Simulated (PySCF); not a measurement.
**Mo²¹⁺: ionisation energy**

Mo²¹⁺ [Ar] 3d3 [3d3/2^3, M_J = 3/2] → Mo²²⁺ [Ar] 3d2 [3d3/2^2, M_J = 2], as a difference of total energies. Calculation: PySCF 2.14, in an uncontracted even-tempered set (16 s from 2.5 bohr⁻², ratio 2.8; 12 p from 3.2 bohr⁻², ratio 2.8; 8 d from 3.2 bohr⁻², ratio 2.8; 3 f from 11 bohr⁻², ratio 3); the two-component X2C-1e Hamiltonian. Correlated levels: [Ne] frozen; the 74 highest virtual spinors dropped. "Screened" scales the spin-orbit matrix elements by Boettger's factors to mimic the two-electron term; Breit and QED terms are absent.

```csv
method,ionisation energy (eV)
GHF (spin-free),953.27
GMP2 (spin-free),953.43
GHF (screened spin-orbit),952.91
GMP2 (screened spin-orbit),953.13
```

Q: How much does correlation contribute at GMP2 (screened spin-orbit)?

A: 953.13 − (952.91) = 0.22 eV, measured against GHF (screened spin-orbit).

Breit and QED terms and the two-electron picture change are absent.

The spin-free rows relax to the high-spin LS determinant and lack the spin-orbit shift.

The labels give the starting determinants; with spin-orbit coupling the two ends relaxed to ⟨J²⟩ = 5.48, ⟨L²⟩ = 11.48, ⟨S²⟩ = 3.48 and ⟨J²⟩ = 6.36, ⟨L²⟩ = 11.23, ⟨S²⟩ = 1.76.

The determinant of Mo²¹⁺ and of Mo²²⁺ mixes levels of different J (the jj label is only the starting occupation), so the difference between spin-free and spin-orbit rows is not the physical spin-orbit shift.

For comparison: 953 ± 4 eV (theoretical estimate listed by NIST; NIST Atomic Spectra Database, ionization energies).
